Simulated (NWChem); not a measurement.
System: CH4N anion

Here is an NWChem input.

```
start job
memory heap 200 mb stack 900 mb global 1100 mb
charge -1
geometry units angstroms noautoz
  C     -0.009832    -0.599118     0.000000
  N     -0.085904     0.817773     0.000000
  H      0.494944    -1.113780    -0.890378
  H     -1.034918    -1.038323     0.000000
  H      0.494944    -1.113780     0.890378
  H      0.868813     1.193471     0.000000
end
basis spherical
  C library 6-31+g*
  N library 6-31+g*
  H library 6-31+g*
end
dft
  xc b3lyp
  iterations 150
  mulliken
end
task dft energy
```

Geometry: optimised at B3LYP/def2-SVPD. The highest occupied level is positive, so the extra electron may be held by the finite basis. B3LYP is NWChem's, with the RPA form of VWN correlation.

Q: Give the results of this calculation. (B3LYP/6-31+G* (spherical d).) Quantities: basis functions; energy (Ha); highest occupied level (eV); orbital gap (eV).

A: 
```yaml
number_of_basis_functions: 44
energy (Ha): -95.20
highest occupied level (eV): 1.98
orbital gap (eV): 2.64
```
